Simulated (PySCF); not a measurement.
## Electron correlation in Os²⁺ (osmium, charge +2)

[Xe] 4f14 5d5 6s1, 6s spin antiparallel (an excited configuration). Computed with PySCF 2.14 in x2c-TZVPPall (11s7p7d3f1g, 97 functions), with the spin-free X2C one-electron Hamiltonian (Gaussian nucleus). Frozen: [Xe] 4f14; 6 electrons correlated.

MP2 pair energies summed by pair of shells (mhartree):

```tsv
pair	energy	share (%)
5d-5d	-47.17	55.4
5d-6s	-37.99	44.6
```

Total MP2 correlation energy: -85.15 mhartree.

Same-spin part -47.17 and opposite-spin part -37.99 mhartree; SCS-MP2 scales them by 1/3 and 6/5 to -61.31 mhartree.
